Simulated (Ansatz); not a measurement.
Job for Ansatz (a first-principles code): R-wB97X-V/def2-TZVPPD on H2 (SMILES [H][H]) with ghost functions, monomers drawn apart or pushed together. Files ending in .json are basis or fitting sets from the Basis Set Exchange.

Ansatz 0.2 input:
```yaml
crystal:
  periodic: [false, false, false]
  atoms:
    - {symbol: H, position_ang: [0.02057157, -0.14433858, 2.21157855]}
    - {symbol: H, position_ang: [0.02094003, -0.19321856, 2.95796381]}
basis:
  gaussian:
    orbitals: def2-TZVPPD.json
    ghost_atoms:
      - {symbol: N, position_ang: [0.01522322, -0.00224475, -0.13802728]}
      - {symbol: H, position_ang: [-0.71300871, 0.61806576, -0.47296942]}
      - {symbol: H, position_ang: [0.89789972, 0.34402507, -0.49617708]}
      - {symbol: H, position_ang: [-0.14559084, -0.91232292, -0.55419199]}
hamiltonian:
  xc: {name: wB97X-V}
scf: {lower_state_search: off}
```

The head of its log:

```
WARN ansatz: RAYON_NUM_THREADS=1 ignored (pool sized by the plan → 1); use --threads N
Functional definition: wB97X-V
these checks for a lower state are left out or cut short: stability, starts, cluster_reference, orbital_swaps, neighbouring_geometries, increment
integrals: 0.03 GiB planned
451 factors; their error is unknown
integrals: 0.06 GiB planned
166 factors; integrals over basis functions are off by at most 3.2e-5 eV
mean field: 0.33 GiB planned
mean field evaluation 1: about -31.8981 eV, gradient 2.2e0 eV
mean field evaluation 2: about -31.9120 eV, gradient 3.9e-1 eV
```

### Question
Give the final energy of this run.

### Answer
-1.1726 hartree.
